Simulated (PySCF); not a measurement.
Compound: C₆H₁₁NO.
Geometry (PBE0-D3(BJ)/def2-SVP, Å), atoms numbered from 1 in this order:
```xyz
19
C6H11NO angstrom
C     -1.1270    1.9778    1.4969
C     -0.5177    1.5345    0.3951
C     -0.2110    0.0956    0.0947
C     -0.8704   -0.3735   -1.2047
C     -0.9199   -1.8857   -1.3549
C      1.3112   -0.1241    0.0575
N      1.9629    0.3120    1.1657
O      1.8807   -0.6610   -0.8699
H     -1.3269    3.0412    1.6527
H     -1.4625    1.2876    2.2788
H     -0.2062    2.2544   -0.3732
H     -0.5914   -0.5155    0.9343
H     -0.3191    0.0657   -2.0518
H     -1.8917    0.0401   -1.2363
H      0.0952   -2.3049   -1.3812
H     -1.4682   -2.3519   -0.5198
H     -1.4311   -2.1715   -2.2868
H      2.9727    0.2549    1.1765
H      1.4940    0.8996    1.8413
```

Level: CAM-B3LYP/def2-SVPD in PySCF, non-relativistic, on one gas-phase PBE0-D3(BJ)/def2-SVP geometry that isn't relaxed in the solvent. The solvent is an IEF-PCM continuum (Bondi radii, 1.10 Å for H, scaled by 1.2). Only the electrostatic response of the medium enters.

Gas phase at CAM-B3LYP/def2-SVPD: HOMO -8.66 eV, LUMO 0.80 eV, dipole 3.49 D.

**Question.** What does the continuum do to the energy, the frontier levels and the dipole at CAM-B3LYP/def2-SVPD in cyclohexane and chloroform?

**Answer.** 
| solvent | ε | E(solvent) − E(gas) (kcal/mol) | polarisation term (kcal/mol) | distortion of the solute (kcal/mol) | HOMO (eV) | LUMO (eV) | dipole (D) |
| --- | --- | --- | --- | --- | --- | --- | --- |
| cyclohexane | 2.017 | -3.21 | -3.45 | 0.24 | -8.66 | 0.91 | 3.97 |
| chloroform | 4.711 | -5.87 | -6.73 | 0.86 | -8.67 | 0.98 | 4.41 |

Polarisation term: ½ Σ q·V over the induced surface charges. Distortion: the rise of the solute's own energy as its density leaves the gas-phase optimum. From cyclohexane to chloroform the lowering changes by a factor 1.83, Onsager's factor (ε − 1)/(2ε + 1) by 1.76 and ε itself by 2.3.

**Question.** Which radius a makes the point-dipole formula ΔE = −[(ε − 1)/(2ε + 1)]·μ²/a³ give the value in chloroform, with the gas-phase dipole?

**Answer.** μ = 1.373 au and |ΔE| = 0.00935 Eh give a = 2.20 Å; the farthest nucleus lies 3.60 Å from the centroid of the nuclei, so such a sphere wouldn't even hold the nuclei. The formula assumes a rigid point dipole at the centre of a sphere.

**Question.** Give the dipole vector in the frame of the coordinates (D, pointing from negative to positive charge), gas and chloroform.

**Answer.** Gas (-0.95, 1.93, 2.75), solvent (-1.21, 2.37, 3.52). Its length changes by +26 % and its direction by 1°.

**Question.** How does the static polarisability (CAM-B3LYP/def2-SVPD, frozen core, with the continuum's full static response) change?

**Answer.** 
```tsv
medium	isotropic (au)	principal values (au)	⟨r²⟩ of the electrons (bohr²)
gas	84.9	69.9, 82.0, 102.8	1108.7
cyclohexane	95.0	78.4, 91.0, 115.5	1108.5
chloroform	104.6	87.5, 99.3, 127.0	1108.4
```

The isotropic value in chloroform is 1.23 times the gas-phase one; no cavity-field correction is applied. ⟨r²⟩ is taken about the centre of nuclear charge.
